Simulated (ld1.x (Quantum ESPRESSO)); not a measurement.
# Ranking TM potentials for Tl

All share these settings but for the change named:

Tl (Z = 81), norm-conserving Troullier–Martins (Kleinman–Bylander form), made with ld1.x (Quantum ESPRESSO) 7.5 (PBE, scalar-relativistic). Core [Xe] 4f14 5d10, reference 6s2 6p0.5 (charge +0.5). Waves: 6p (bound): rc 2.65 bohr; 6s (bound): rc 1.90 bohr. Local part: the s channel. Core correction: none.

Cutoff: the first of the cutoffs (Ry, on a coarse ladder) from which the occupation-weighted sum of valence levels, in a spherical-Bessel basis at the reference potential, stays within 10 and 1 mRy of its value at 400 Ry; the density cutoff is not measured.

The base gives 21 Ry.

Of 10 variants that were run, those that failed, showed a ghost or another fault, or gave nearly equal values are left out.

A variant can come out equal or close to the base.

**Question.** Rank these variants from softest to hardest (loose cutoff).
A. wave 6s (bound): rc 1.90 bohr becomes 6s (bound): rc 1.72 bohr
B. all radii scaled by about 1.28 (s 2.44, p 3.40 bohr)
C. functional PBEsol

**Answer.** B (18 Ry), C (21 Ry), A (30 Ry).
